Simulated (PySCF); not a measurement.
Computed IR spectrum (relative IR intensity) of a molecule C₂H₆FGaO. Coordinates come from a B3LYP-D3(BJ)/def2-SVP optimisation. The values are those of a single conformer. Method: B3LYP-D3(BJ)/def2-SVP (PySCF). Frequencies are harmonic and unscaled.

Lines under 2 % of the strongest are left out, and lines within 2 cm⁻¹ are merged.

| ν (cm⁻¹) | relative intensity |
|---|---|
| 166 | 11 |
| 169 | 5.9 |
| 263 | 10 |
| 636 | 41 |
| 703 | 36 |
| 727 | 16 |
| 761 | 33 |
| 1132 | 100 |
| 1203 | 23 |
| 1224 | 5.8 |
| 1477 | 6.8 |
| 1482 | 10.0 |
| 2965 | 45 |
| 3036 | 35 |
| 3057 | 22 |

**Question.** Which structure fits?
A) C[CH2][Ga]([OH])[F]
B) C[O][Ga]([CH3])[F]
C) CC[O][GaH][F]

**Answer.** B, C[O][Ga]([CH3])[F]
